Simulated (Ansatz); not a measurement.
Geometry optimisation, Ansatz 0.2.0, UHF/def2-SVP.

The input (input.yaml):

```yaml
crystal:
  periodic: [false, false, false]
  atoms:
    - { symbol: W, position_ang: [4.5e-05, -0.160054, -0.578009] }
    - { symbol: F, position_ang: [-0.005732, -0.01081, 2.467504] }
    - { symbol: H, position_ang: [1.475511, 0.317933, 0.066791] }
    - { symbol: H, position_ang: [0.000304, 1.292079, 0.247715] }
    - { symbol: H, position_ang: [-1.476122, 0.317819, 0.065574] }
    - { symbol: Cl, position_ang: [0.005264, -2.35955, 0.165064] }
    - { symbol: F, position_ang: [-0.000287, -0.020567, -2.424741] }
    - { symbol: Si, position_ang: [-0.000789, -0.014516, 4.075198] }
    - { symbol: H, position_ang: [-0.759974, -1.188522, 4.536101] }
    - { symbol: H, position_ang: [1.400267, -0.078528, 4.524641] }
    - { symbol: H, position_ang: [-0.638486, 1.234716, 4.526361] }
magnetization:
  spin_polarized: true
  initial_magnetization: 1
basis:
  gaussian: { orbitals: def2-SVP }
hamiltonian:
  xc: hf
relax:
  f_tol: 0.03
  max_steps: 50
output:
  orbitals: {}
```

Run as:

```bash
$ ansatz run input.yaml --threads 4 --pin off --max-ram 5120MiB --backend cpu --events-out ev --progress --plain --runs-dir out
```

**Question.** Where does it end, and by what steps?

**Answer.** The run converged. After 18 steps the energy has fallen by 0.118 eV; Cl6 moved furthest, 0.92 Å. Joined: W1–F2 (3.05 → 2.41 Å).

| step | energy less start (eV) | largest force component (eV/Å) | accepted |
| --- | --- | --- | --- |
| 0 | 0.0000 | 0.622 | yes |
| 1 | -0.0066 | 0.391 | yes |
| 2 | -0.0133 | 0.162 | yes |
| 3 | -0.0251 | 0.323 | yes |
| 4 | -0.0307 | 0.760 | yes |
| 5 | -0.0513 | 0.350 | yes |
| 6 | -0.0431 | 0.520 | no |
| 7 | -0.0645 | 0.079 | yes |
| 8 | -0.0661 | 0.224 | yes |
| 9 | -0.0724 | 0.085 | yes |
| 10 | -0.0787 | 0.414 | yes |
| 11 | -0.0892 | 0.256 | yes |
| 12 | -0.0984 | 0.244 | yes |
| 13 | -0.0964 | 0.365 | no |
| 14 | -0.1071 | 0.129 | yes |
| 15 | -0.1133 | 0.064 | yes |
| 16 | -0.1161 | 0.130 | yes |
| 17 | -0.1176 | 0.068 | yes |
| 18 | -0.1183 | 0.012 | yes |

```xyz
11
Properties=species:S:1:pos:R:3
W -0.034 -0.137 -0.137
F -0.274 0.378 2.204
H 1.413 0.596 0.262
H -0.004 1.527 0.069
H -1.540 0.604 0.021
Cl 0.440 -2.189 0.962
F -0.005 -0.561 -1.935
Si -0.038 -0.139 3.761
H -0.979 -1.239 3.993
H 1.368 -0.540 3.877
H -0.347 1.031 4.594
```

Whether the end is a true minimum wasn't checked by a vibrational analysis.

Time of the run: 55 s on 4 threads of Arm Neoverse V1 (shared host), peak memory 0.42 GiB.
